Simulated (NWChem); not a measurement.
Species: H$_{2}$TeS; SMILES S[TeH]

```xyz
4

Te     0.0214     0.5742     0.0135
H     -1.6412     0.7313    -0.0838
S      0.0394    -1.8380     0.0695
H      0.1177    -2.0327    -1.2669
```
Atoms are numbered in this order, from 1.

Level: PBE0/def2-SVP with def2 effective core potentials on Te (NWChem), optimised geometry, unscaled harmonic frequencies. def2 effective core potentials on Te; no spin-orbit coupling.

Problem. List the harmonic frequencies with IR intensities, and the thermochemistry.

Solution. 
```csv
frequency (cm⁻¹),IR intensity (km/mol)
359,5.7
366,12.0
657,10.6
781,1.9
2111,65.5
2697,0.0
```

| Property | Value |
|---|---|
| zero-point energy | 10.0 kcal/mol |
| thermal correction to the enthalpy at 298.15 K (with zero-point energy) | 12.9 kcal/mol |
| heat capacity Cv | 10.7 cal/(mol K) |
| entropy at 298.15 K and 1 atm (symmetry number 1) | 67.1 cal/(mol K) |

Rigid rotor and harmonic oscillator.
